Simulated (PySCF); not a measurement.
Species: `CN(C)BS[SiH3]`. The columns A, B, C and D hold Mulliken, IAO, Hirshfeld and ESP-fitted charges (e) of one PBE0/pcSseg-1 density (PySCF), in a shuffled order. Coordinates in Å (PBE0-D3(BJ)/def2-SVP); the density's dipole moment is (-1.98, 1.03, -0.29) D.

| atom | x | y | z | A | B | C | D |
| --- | --- | --- | --- | --- | --- | --- | --- |
| C1 | -1.936 | 0.975 | -0.488 | -0.087 | -0.385 | -0.056 | -0.288 |
| N2 | -1.076 | -0.085 | -0.017 | -0.632 | +0.146 | -0.102 | -0.201 |
| C3 | -1.774 | -1.133 | 0.687 | -0.104 | -0.424 | -0.061 | -0.296 |
| B4 | 0.300 | -0.068 | -0.250 | +0.290 | +0.026 | +0.083 | -0.046 |
| S5 | 1.379 | -1.421 | 0.350 | -0.477 | -0.336 | -0.136 | -0.224 |
| Si6 | 3.241 | -0.670 | -0.410 | +0.444 | +0.388 | +0.289 | +0.541 |
| H7 | -2.464 | 1.462 | 0.352 | +0.115 | +0.128 | +0.043 | +0.134 |
| H8 | -2.704 | 0.588 | -1.181 | +0.114 | +0.129 | +0.043 | +0.134 |
| H9 | -1.346 | 1.735 | -1.014 | +0.131 | +0.134 | +0.053 | +0.154 |
| H10 | -2.515 | -1.626 | 0.033 | +0.116 | +0.139 | +0.044 | +0.137 |
| H11 | -1.069 | -1.896 | 1.044 | +0.151 | +0.175 | +0.040 | +0.155 |
| H12 | -2.316 | -0.728 | 1.560 | +0.115 | +0.139 | +0.044 | +0.137 |
| H13 | 0.780 | 0.860 | -0.860 | +0.021 | -0.030 | -0.062 | -0.003 |
| H14 | 3.578 | 0.657 | 0.185 | -0.063 | -0.082 | -0.074 | -0.115 |
| H15 | 4.287 | -1.662 | -0.025 | -0.073 | -0.064 | -0.074 | -0.103 |
| H16 | 3.209 | -0.539 | -1.897 | -0.063 | -0.081 | -0.074 | -0.115 |

Task: Which column most likely holds the ESP-fitted charges?

Result: B. Σ q r misses the density's dipole by 0.02 D (B), 0.88 D (C), 1.06 D (D), 1.61 D (A). Charges fitted to the outside potential are the only set here that is tied to the molecule's multipoles.

Task: And the Hirshfeld charges?

Result: C. The mean sizes are 0.080 e (C), 0.174 e (D), 0.175 e (B), 0.187 e (A), and Hirshfeld charges are commonly the smallest of these schemes.

As computed, A = Mulliken, B = ESP-fitted, C = Hirshfeld, D = IAO. Hydrogens on carbon: Mulliken +0.11 to +0.15, ESP-fitted +0.13 to +0.18, Hirshfeld +0.04 to +0.05, IAO +0.13 to +0.16 e.

The Mulliken scheme gives each basis function's population to the atom it is centred on and halves the overlap population of two atoms between them. The Hirshfeld scheme weights the molecular density at each point by an atom's share of the summed free-atom densities.

Geometry: PBE0-D3(BJ)/def2-SVP, one conformer, isolated molecule.

The run behind these numbers computed NMR shieldings as well. The run took 24 s wall (with the writing of density and orbital grids) on an Arm Neoverse V2 with one thread, no GPU, shared host with 96 logical CPUs at a one-minute load of 72, and the process peaked at 0.96 GiB of memory.

Conformer computed: `[CH3:1][N:2]([CH3:3])[BH:4][S:5][SiH3:6]`: C1–N2–B4–S5 180°, N2–B4–S5–Si6 179°.
